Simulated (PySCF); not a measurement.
Simulated C 1s region for acetic anhydride, `CC(=O)OC(C)=O`, binding energy against the vacuum level.

Every computed line was given a Gaussian of 0.8 eV full width at half maximum and an area set by the number of equivalent atoms; the highest printed point is 100. Level of theory: delta-SCF UKS SCAN, pcX-2 on the ionised atom, pcseg-1 elsewhere, spin-free X2C (PySCF 2.14.0).

binding energy (eV), intensity and a bar:
```
    290.5          0 
    290.6          1 
    290.7          3 #
    290.8          6 ##
    290.9         11 ###
    291.0         19 ######
    291.1         31 #########
    291.2         47 ##############
    291.3         65 ###################
    291.4         82 ########################
    291.5         94 ############################
    291.6        100 ##############################
    291.7         97 #############################
    291.8         87 ##########################
    291.9         71 #####################
    292.0         53 ################
    292.1         37 ###########
    292.2         23 #######
    292.3         13 ####
    292.4          7 ##
    292.5          3 #
    292.6          2 
    292.7          1 
    292.8          0 
    292.9          0 
    293.0          0 
    293.1          0 
    293.2          0 
    293.3          0 
    293.4          0 
    293.5          0 
    293.6          0 
    293.7          0 
    293.8          0 
    293.9          0 
    294.0          0 
    294.1          1 
    294.2          2 #
    294.3          4 #
    294.4          9 ###
    294.5         16 #####
    294.6         27 ########
    294.7         42 #############
    294.8         59 ##################
    294.9         77 #######################
    295.0         91 ###########################
    295.1         99 ##############################
    295.2         99 ##############################
    295.3         91 ###########################
    295.4         76 #######################
    295.5         58 ##################
    295.6         41 ############
    295.7         27 ########
    295.8         16 #####
    295.9          9 ###
    296.0          4 #
    296.1          2 #
    296.2          1 
    296.3          0
```

How many maxima does the curve show, and how many computed lines lie under it?

The curve has 2 maxima (at 291.6 and 295.1 eV). Under it lie 2 lines from 2 inequivalent carbon sites.

Decompose the envelope and assign each component. Numbering: `[CH3:1][C:2](=[O:3])[O:4][C:5]([CH3:6])=[O:7]`.

| position (eV) | relative area | line | atoms | environment |
| --- | --- | --- | --- | --- |
| 291.62 | 2 | C 1s | C1/C6 | methyl carbon next to a carbonyl |
| 295.15 | 2 | C 1s | C2/C5 | anhydride carbonyl carbon |

What are the centre and the root-mean-square width of the whole band?

The area-weighted mean of the lines is 293.38 eV. Their own spread about it is 1.76 eV (rms) and each Gaussian has σ = 0.8/2.355 = 0.34 eV; the variances add, which gives 1.80 eV.

Above which line width would these two lines show one maximum?

Two equal Gaussians merge once their distance is under 2σ = FWHM/1.177. With 3.53 eV between them that is a full width over 4.16 eV.

The listed C 1s values span 3.53 eV, from C1/C6 (bonded to C and 3 H) to C2/C5 (bonded to O (double bond), O and C). Summing the Pauling electronegativity differences to the bonded atoms, each weighted by its formal bond order, gives -1.05 for the lowest site and +2.67 for the highest.

No satellites, vibrations or lifetime broadening are included. Atoms equivalent by their bonding share one computed value, that of the first of them. The structure is a single PBE0-D3(BJ)/def2-SVP conformer in the gas phase; no vibrational or solvent corrections.

Shape of the structure used: `[CH3:1][C:2](=[O:3])[O:4][C:5]([CH3:6])=[O:7]`: C1–C2–O4–C5 -179°, C2–O4–C5–C6 180°.
